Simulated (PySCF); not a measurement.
A ladder of Hamiltonians for Se²⁴⁺ (selenium, charge +24)

Occupied: 1s1/2, 2s1/2, 2p1/2, 2p3/2. Hartree-Fock calculated with PySCF 2.14 in an even-tempered Gaussian basis (20 s from 2.3 bohr⁻², ratio 2.3; 14 p from 2.8 bohr⁻², ratio 2.3), Gaussian nucleus throughout. NR is non-relativistic, sf-X2C the spin-free one-electron X2C Hamiltonian, X2C adds the bare one-electron spin-orbit term, X2C-SNSO screens it by Boettger's factors, DC is four-component Dirac-Coulomb, and the Gaunt and Breit terms are added at first order (total energies over the DC spinors, levels after relaxing the spinors in that mean field). QED terms are absent. Levels marked empty are virtual spinors of this ion.

```
Hamiltonian  E (hartree)  E − E(DC) (hartree)  CPU seconds
         NR   -2029.4341              27.1851         0.43
     sf-X2C   -2056.1275               0.4917         0.24
        X2C   -2056.2476               0.3716         0.31
   X2C-SNSO   -2056.2337               0.3855         0.31
         DC   -2056.6191               0.0000           13
   DC+Gaunt   -2055.4749               1.1442           22
   DC+Breit   -2055.5723               1.0468           67
```

Problem. Give the 3p spin-orbit interval with each Hamiltonian that has one.

Solution. X2C 10.69; X2C-SNSO 10.05; DC 10.00; DC+Gaunt 9.788; DC+Breit 9.788 (eV).

```json
{"level (eV)": "1s1/2", "NR": "-13659.9", "sf-X2C": "-13863.3", "X2C": "-13863.0", "X2C-SNSO": "-13863.0", "DC": "-13870.4", "DC+Gaunt": "-13851.5", "DC+Breit": "-13852.6"}
{"level (eV)": "2s1/2", "NR": "-2702.5", "sf-X2C": "-2754.1", "X2C": "-2754.1", "X2C-SNSO": "-2754.1", "DC": "-2754.9", "DC+Gaunt": "-2753.2", "DC+Breit": "-2753.3"}
{"level (eV)": "2p1/2", "NR": "-2540.3", "sf-X2C": "-2555.6", "X2C": "-2587.4", "X2C-SNSO": "-2585.5", "DC": "-2585.7", "DC+Gaunt": "-2582.8", "DC+Breit": "-2583.1"}
{"level (eV)": "2p3/2", "NR": "-2540.3", "sf-X2C": "-2555.6", "X2C": "-2540.5", "X2C-SNSO": "-2541.4", "DC": "-2541.9", "DC+Gaunt": "-2539.8", "DC+Breit": "-2540.1"}
{"level (eV)": "3s1/2 (empty)", "NR": "-1021.7", "sf-X2C": "-1036.0", "X2C": "-1036.0", "X2C-SNSO": "-1036.0", "DC": "-1036.1", "DC+Gaunt": "-1035.7", "DC+Breit": "-1035.8"}
{"level (eV)": "3p1/2 (empty)", "NR": "-971.51", "sf-X2C": "-977.23", "X2C": "-984.46", "X2C-SNSO": "-984.02", "DC": "-984.07", "DC+Gaunt": "-983.38", "DC+Breit": "-983.48"}
{"level (eV)": "3p3/2 (empty)", "NR": "-971.51", "sf-X2C": "-977.23", "X2C": "-973.77", "X2C-SNSO": "-973.97", "DC": "-974.07", "DC+Gaunt": "-973.59", "DC+Breit": "-973.70"}
```

Weight of the small component: 1s1/2 0.0152, 2s1/2 0.00311, 2p1/2 0.00307, 2p3/2 0.00300, 3s1/2 0.00108, 3p1/2 0.00106, 3p3/2 0.00104.

Koopmans' value for the highest occupied level at DC+Breit: 2540.1 eV, against an ionisation energy of 2540.7 ± 1.4 eV (semi-empirical (NIST evaluation); NIST Atomic Spectra Database, ionization energies); the former lacks relaxation, correlation, QED and recoil.

The whole ladder took 110 s of wall time on 1 thread of Neoverse-V1 (shared host), launched as `OMP_NUM_THREADS=1 python relrun2.py TASK.json OUT` (a driver that calls PySCF for each Hamiltonian).
